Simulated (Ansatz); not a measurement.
`CC[Si](F)(F)Cl` + `[F][Sn]([F])([F])[SiH3]` → `CC[Si](F)(F)F` + `[F][Sn]([F])([SiH3])[Cl]` at 298.15 K and 1 bar (redistribution).

Computed with Ansatz on PBE0-D4/def2-TZVP structures; ΔE is electronic, products minus reactants. CCSD(T)/CBS is the MP2 limit (def2-TZVPP, def2-QZVPP) plus CCSD(T) − MP2 in def2-TZVPP, frozen cores. def2 core potentials past Kr. For Sn outer-core shells are correlated without core-valence functions, which leaves a few kJ/mol of doubt a bond. Each species was taken in one conformer, which may not be the lowest.

```tsv
species	CCSD(T)/CBS energy (Eh)	H − E (kJ/mol)	S (J/(mol·K))
`CC[Si](F)(F)Cl`	-1027.77234	217.3	368.8
`[F][Sn]([F])([F])[SiH3]`	-804.39187	105.2	383.3
`CC[Si](F)(F)F`	-667.80639	219.8	357.1
`[F][Sn]([F])([SiH3])[Cl]`	-1164.39080	103.9	403.7
```

H − E and S are ideal-gas, rigid-rotor, harmonic terms from PBE0-D4/def2-TZVP, for one conformer and one mirror image of each species. 1 Eh = 2625.50 kJ/mol, R = 8.31446 J/(mol·K).

By hand: ΔE, ΔH, ΔS and ΔG.

ΔE = (-667.80639) + (-1164.39080) − (-1027.77234) − (-804.39187) = -0.03298 Eh = -86.6 kJ/mol. Δ(H − E) = 219.8 + 103.9 − 217.3 − 105.2 = 1.2, so ΔH = -85.4 kJ/mol. ΔS = 357.1 + 403.7 − 368.8 − 383.3 = 8.7 J/(mol·K). ΔG = -85.4 − 298.15 × (8.7)/1000 = -88.0 kJ/mol.

By hand: the equilibrium constant, and the temperature at which ΔG would vanish if ΔH and ΔS stayed fixed.

log₁₀ K = −ΔG/(RT ln 10) = 15.4. ΔH and −TΔS have one sign here, so there is no such temperature.

The number of gas molecules stays the same, so ΔS is small and ΔH decides. A doubt of 5 kJ/mol in ΔE shifts log₁₀ K by 0.9 here. Other conformers and mirror images would add mixing entropy, several J/(mol·K) or more a flexible species. Modes under 60 cm⁻¹, often nearly free rotors, make the harmonic entropy too high. These are equilibria of isolated gas molecules and say nothing of rates. Largest T1 diagnostic: 0.015 (customary marks: 0.02 for closed shells, 0.045 for open ones).

ΔS is within the doubt of such terms, so its sign, and with it that verdict, could turn.
